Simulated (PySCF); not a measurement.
SMILES C([SiH2]CC(C)C)(C)=O, GFN2-xTB optimised geometry.

```
22

C      3.43     1.83     0.00
C      1.92     1.83     0.00
O      1.28     2.86     0.00
Si     1.04     0.12     0.04
C     -0.70     0.35    -0.67
C     -1.71    -0.74    -0.28
C     -1.27    -2.11    -0.79
C     -3.09    -0.39    -0.83
H      3.82     2.84     0.07
H      3.77     1.36    -0.92
H      3.78     1.23     0.83
H      1.01    -0.30     1.45
H      1.88    -0.83    -0.71
H     -0.65     0.40    -1.76
H     -1.07     1.32    -0.34
H     -1.77    -0.78     0.81
H     -0.33    -2.40    -0.34
H     -2.02    -2.86    -0.55
H     -1.14    -2.08    -1.87
H     -3.07    -0.35    -1.91
H     -3.82    -1.13    -0.52
H     -3.42     0.58    -0.46
```

Density from B3LYP/def2-SVP (PySCF) at that geometry.

Minimum of the electron density along straight lines between bonded atoms, close to the bond critical point (lines longer than 1.1 times the sum of covalent radii, or with two minima, are not listed):

| bond | length / Å | ρ at the minimum / e bohr⁻³ | ∇²ρ there / e bohr⁻⁵ | position (fraction from the first atom) |
|---|---|---|---|---|
| C1–C2 | 1.504 | 0.260 | -0.62 | 0.50 |
| C2–O3 | 1.210 | 0.405 | ? | 0.33 |
| C2–Si4 | 1.928 | 0.110 | 0.29 | 0.62 |
| Si4–C5 | 1.895 | 0.114 | 0.31 | 0.38 |
| C5–C6 | 1.531 | 0.242 | -0.54 | 0.50 |
| C6–C7 | 1.525 | 0.247 | -0.57 | 0.50 |
| C6–C8 | 1.528 | 0.246 | -0.57 | 0.50 |
| C1–H9 | 1.088 | 0.277 | -1.04 | 0.64 |
| C1–H10 | 1.087 | 0.274 | -1.00 | 0.63 |
| C1–H11 | 1.087 | 0.275 | -1.00 | 0.62 |
| Si4–H12 | 1.468 | 0.115 | 0.32 | 0.49 |
| Si4–H13 | 1.469 | 0.116 | 0.34 | 0.49 |
| C5–H14 | 1.093 | 0.271 | -0.95 | 0.62 |
| C5–H15 | 1.093 | 0.273 | -0.97 | 0.63 |
| C6–H16 | 1.096 | 0.277 | -0.99 | 0.62 |
| C7–H17 | 1.087 | 0.277 | -1.00 | 0.62 |
| C7–H18 | 1.088 | 0.277 | -1.01 | 0.62 |
| C7–H19 | 1.088 | 0.277 | -1.01 | 0.62 |
| C8–H20 | 1.088 | 0.276 | -1.01 | 0.62 |
| C8–H21 | 1.088 | 0.277 | -1.01 | 0.62 |
| C8–H22 | 1.088 | 0.277 | -1.01 | 0.62 |

Problem. What belongs in the gaps?

Solution. 
- C2–O3, ∇²ρ there / e bohr⁻⁵: 0.47
